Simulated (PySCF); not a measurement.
Si(H)(Et)(OH)2 (C₂H₈O₂Si), SMILES CC[SiH](O)O. Atoms are numbered in the order given.

```xyz
13

Si     0.5008     0.1954     0.2789
O      0.4687     1.2902    -0.9780
O      1.8332    -0.7995     0.2288
C     -0.9820    -0.9055     0.0824
C     -2.3109    -0.1562     0.0490
H      0.5108     0.9732     1.5621
H      0.9022     2.1360    -0.8420
H      2.6903    -0.4081     0.4151
H     -0.8287    -1.4754    -0.8509
H     -0.9630    -1.6525     0.8944
H     -3.1623    -0.8384    -0.0996
H     -2.3259     0.5824    -0.7670
H     -2.4917     0.3914     0.9882
```
Charge 0, spin multiplicity 1.

Coordinates come from a PBE0-D3(BJ)/def2-SVP optimisation. The values are those of a single conformer.

Two levels are set side by side: PBE/pcSseg-1 (PySCF) and PBE0/pcSseg-1 (PySCF). GIAO shifts against H2O (¹⁷O), TMS (²⁹Si), TMS (¹H), TMS (¹³C) at the same level; non-relativistic, no solvent, atoms listed together averaged. Differences are taken from unrounded values.

| quantity | PBE0 |
|---|---|
| δ(²⁹Si) of Si1 (ppm) | -8.5 |
| δ(¹³C) of C4 (ppm) | 9.4 |
| δ(¹³C) of C5 (ppm) | 9.3 |
| δ(¹H) of H6 (ppm) | 5.28 |

What does PBE give, and how far is it from PBE0? (The exact figures need the calculation; the answer reports its results.)


```csv
quantity,PBE,PBE minus PBE0
δ(²⁹Si) of Si1 (ppm),-8.7,-0.2
δ(¹³C) of C4 (ppm),10.9,1.5
δ(¹³C) of C5 (ppm),9.9,0.5
δ(¹H) of H6 (ppm),5.62,0.34
```

Rough cost on one machine, each run with all the roots and properties that it gave: PBE0 against PBE within a factor of 2.
